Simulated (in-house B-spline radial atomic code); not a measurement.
A fraction x of an electron is removed from 3d in Mo II (Mo+), starting from [Kr] 4d5 and keeping the highest spin. Level of theory: scalar-relativistic (X2C) TPSSh, spin-polarised, spherical fractional occupations, Fermi nucleus of rms radius 4.4091 fm; calculated with a B-spline radial code for spherical atoms.

Caution: exact exchange at fractional occupations of open shells leaves self-interaction of up to several eV.

```
   x  E(x) - E(0) (eV)  3d down level (eV)
   0            0.0000            -229.501
0.08           18.4518            -231.799
0.19           44.1254            -234.999
0.35           82.1026            -239.731
 0.5          118.4001            -244.247
0.54          128.1943            -245.464
0.63                 ?                   ?
0.81                 ?                   ?
   1          244.3832            -259.812
```

(1) What belongs in the row x = 0.63?

(2) What belongs in the row x = 0.81?

(3) Check Janak's theorem between x = 0.08 and 0.19.

Answers

(1) An energy change of 150.4098 eV; 3d down at -248.220 eV.

(2) An energy change of 195.5909 eV; 3d down at -253.808 eV.

(3) The slope of the energy is 233.40 eV; the orbital levels give 233.40 eV (-ε of the emptying orbital, averaged over the two points).
